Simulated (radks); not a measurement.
The numbers below are computed, except where a source is named.
V+, configuration [Ne] 3s2 3p5 3d5 (not the ground configuration). Code: a radial shooting solver on a logarithmic mesh with Libxc functionals. Model: scalar-relativistic Kohn-Sham, PBE, spin-polarised, spherical densities, point nucleus; open shells are filled with parallel spins first.

Local quantities along the radius. ELF = 1/(1 + alpha^2) is the electron localisation function; alpha = (tau - tau_W)/tau_unif compares the Pauli kinetic energy density with that of the uniform gas (summed over spins); 4 pi r^2 rho is in e/bohr. tau is taken from the large components.

r (bohr),ELF,alpha,4 pi r^2 rho
0.003585,1.000,0.01508,1.211
0.004593,1.000,0.01583,1.885
0.005934,1.000,0.01704,2.936
0.007604,1.000,0.01879,4.433
0.009744,1.000,0.02140,6.552
0.01249,0.999,0.02539,9.419
0.016,0.999,0.03169,13.07
0.0205,0.998,0.04219,17.36
0.02628,0.996,0.06091,21.78
0.03394,0.990,0.09888,25.56
0.04349,0.969,0.1783,27.36
0.05574,0.884,0.3625,26.61
0.07142,0.620,0.7826,23.79
0.09153,0.323,1.448,21.01
0.1173,0.281,1.598,21.03
0.1503,0.497,1.006,24.68
0.1942,0.757,0.5670,28.98
0.2488,0.838,0.4391,28.42
0.3188,0.753,0.5724,21.51
0.4086,0.334,1.412,13.03
0.5236,0.163,2.264,9.293
0.6709,0.499,1.003,10.56
0.8597,0.768,0.5489,11.61
1.111,0.763,0.5570,9.228
1.423,0.610,0.8003,5.391
1.824,0.362,1.327,2.512
2.337,0.178,2.151,1.031
2.995,0.079,3.418,0.3823
3.838,0.026,6.171,0.1166
4.918,0.005,14.40,0.02507

On this mesh the ELF has minima near r = 0.10, 0.52 bohr, which separate the shells, and maxima near 0.25 (0.84), 0.98 (0.79).

Self-consistent cycle (total energy in hartree, residual of the potential): 1: -946.896223, 2e+00; 2: -947.453625, 1e+00; 3: -947.597228, 3e-01; 4: -947.594324, 2e-01; 5: -947.604487, 8e-02; 6: -947.606344, 3e-03; 7: -947.606344, 2e-03; 8: -947.606346, 4e-04; 9: -947.606346, 3e-05; 10: -947.606346, 1e-05; 11: -947.606346, 1e-06; 12: -947.606346, 3e-08; 13: -947.606346, 6e-09; 14: -947.606346, 2e-09.
